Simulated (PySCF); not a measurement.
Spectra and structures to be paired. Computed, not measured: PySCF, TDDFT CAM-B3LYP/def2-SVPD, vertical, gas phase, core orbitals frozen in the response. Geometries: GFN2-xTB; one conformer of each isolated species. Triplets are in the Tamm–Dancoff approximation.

A. `C[SiH]([SiH3])[SiH3]` (CH10Si3)
B. `COc1ccco1` (C5H6O2)
C. `F[C@@H]1OC[C@@]12CO[C@@H]2F` (C5H6F2O2)
D. `FCCl` (CH2ClF)
E. `O=COC=C1CC1` (C5H6O2)

Lowest singlet levels (six at most, fewer where fewer were computed) with oscillator strengths:

1. 165 nm (f 0.002); 156 nm (f 0.002); 145 nm (f 0.015); 137 nm (f 0.074); 134 nm (f 0.006); 130 nm (f 0.089); T1 6.78 eV
2. 218 nm (f 0.001); 211 nm (f 0.195); 194 nm (f 0.020); 186 nm (f 0.001); 179 nm (f 0.061); 176 nm (f 0.007); T1 3.89 eV
3. 214 nm (f 0.002); 193 nm (f 0.565); 174 nm (f 0.006); 174 nm (f 0.001); 164 nm (f 0.094); 162 nm (f 0.001); T1 4.22 eV
4. 182 nm (f 0.181); 177 nm (f 0.073); 171 nm (f 0.008); 164 nm (f 0.045); 162 nm (f 0.026); 161 nm (f 0.002); T1 5.86 eV
5. 156 nm (f 0.002); 155 nm (f 0.001); 147 nm (f 0.018); 145 nm (f 0.026); 144 nm (f 0.002); 141 nm (f 0.020); T1 7.60 eV

Task: Which spectrum belongs to which structure?

Result: 1 = D, 2 = B, 3 = E, 4 = A, 5 = C.
- A: S1 at 6.81 eV, HOMO→LUMO (83%); Löwdin shares by element: HOMO silicon 73%, carbon 5% (atoms not listed hold the other 22%); LUMO silicon 63%, hydrogen 9% or more (atoms not listed hold the other 28%); HOMO -9.34 and LUMO 0.57 eV; point group Cs.
- B: S1 at 5.70 eV, HOMO→LUMO (81%); Löwdin shares by element: HOMO carbon 60% or more, oxygen 16% or more (atoms not listed hold the other 24%); LUMO carbon 39% or more, oxygen 10% or more, hydrogen 9% or more (atoms not listed hold the other 43%); HOMO -7.15 and LUMO 1.34 eV; point group Cs.
- C: S1 at 7.95 eV, HOMO→LUMO+1 (66%), HOMO→LUMO (9%); Löwdin shares by element: HOMO oxygen 54%, carbon 14% or more (atoms not listed hold the other 31%); LUMO carbon 40% or more, hydrogen 11% or more (atoms not listed hold the other 49%); HOMO -10.18 and LUMO 1.07 eV.
- D: S1 at 7.49 eV, HOMO→LUMO (71%), HOMO→LUMO+1 (18%); Löwdin shares by element: HOMO chlorine 75%, carbon 13%, hydrogen 8%; LUMO chlorine 45%, carbon 26%, hydrogen 22%; HOMO -10.41 and LUMO 1.07 eV; point group Cs.
- E: S1 at 5.80 eV, HOMO-1→LUMO (69%), HOMO-1→LUMO+3 (16%); Löwdin shares by element: HOMO carbon 60% or more, oxygen 22% (atoms not listed hold the other 18%); LUMO carbon 53% or more, oxygen 17% or more (atoms not listed hold the other 31%); HOMO -8.67 and LUMO 0.51 eV; point group Cs.
B and E have S1 within 0.11 eV of each other; their strongest listed levels stand at 5.88 eV (f 0.195) and 6.42 eV (f 0.565).
